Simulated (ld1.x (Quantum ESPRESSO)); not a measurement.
# Varying the RRKJ potential for Ne (Z = 10)

Base potential:

Ne, norm-conserving RRKJ (Kleinman–Bylander form), made with ld1.x (Quantum ESPRESSO) 7.5 (PBE, scalar-relativistic). Core [He], reference 2s2 2p6. Waves: 2s (bound): rc 0.70 bohr; 2p (bound): rc 1.25 bohr. Local part: all-electron potential smoothed inside 0.95 bohr (lloc = -2). Core correction: none.

Cutoffs, loose and tight: the cutoffs (Ry, on a coarse ladder) from which the occupation-weighted sum of valence levels, in a spherical-Bessel basis at the reference potential, stays within 10 and 1 mRy of its value at 400 Ry. They do not see the model core or the augmentation charge, which bear on the density cutoff. Test errors are all-electron minus pseudo excitation energies from the reference, over the configurations 2s2 2p5; 2s2 2p4; 2s2 2p3; 2s1 2p6; 2s2 2p2; 2s2 2p5.5. A dash means not determined; rows that change the core or the reference have their own tests. The largest error is taken over the tests solved by every variant that gives reliable tests at all: 2s1 2p6; 2s2 2p3; 2s2 2p4; 2s2 2p5; 2s2 2p5.5.

A true bound ghost makes a file unfit for plane-wave use even where its test errors are small: the radial tests pick states by their node count and pass the ghost by.

| change | outcome | cutoff, loose | cutoff, tight | bound ghosts | largest test error (meV) |
| --- | --- | --- | --- | --- | --- |
| base | generated | 180 Ry | 230 Ry | s | +544 |
| local potential all-electron potential smoothed inside 0.48 bohr (lloc = -2) | generated | 180 Ry | 230 Ry | none | +811 |
| local potential all-electron potential smoothed inside 0.64 bohr (lloc = -2) | generated | 180 Ry | 230 Ry | none | +806 |
| local potential all-electron potential smoothed inside 0.72 bohr (lloc = -2) | generated | 180 Ry | 230 Ry | none | +799 |
| local potential all-electron potential smoothed inside 0.86 bohr (lloc = -2) | generated | 180 Ry | 230 Ry | none | +760 |
| local potential all-electron potential smoothed inside 1.08 bohr (lloc = -2) | generated | 180 Ry | 230 Ry | none | +795 |
| local potential all-electron potential smoothed inside 1.24 bohr (lloc = -2) | generated | 180 Ry | 230 Ry | none | +660 |
| local potential all-electron potential smoothed inside 1.30 bohr (lloc = -2) | generated | 180 Ry | 230 Ry | none | +608 |

What comes out with this change to the base: local potential all-electron potential smoothed inside 1.44 bohr (lloc = -2)?

outcome: generated; cutoff, loose: 180 Ry; cutoff, tight: 230 Ry; bound ghosts: none; largest test error (meV): +483.

What comes out with this change to the base: local potential all-electron potential smoothed inside 0.98 bohr (lloc = -2)?

outcome: generated; cutoff, loose: 180 Ry; cutoff, tight: 230 Ry; bound ghosts: none; largest test error (meV): +3648.

Reading the sweep of the rcloc (base included, trends over the rows without a ghost): The loose cutoff stays near 180 Ry. The median size of the test errors (rows with all tests solved) falls from 128.6 meV at 0.48 to 73.3 meV at 1.44 bohr. Bound ghosts are found at 0.95 bohr.
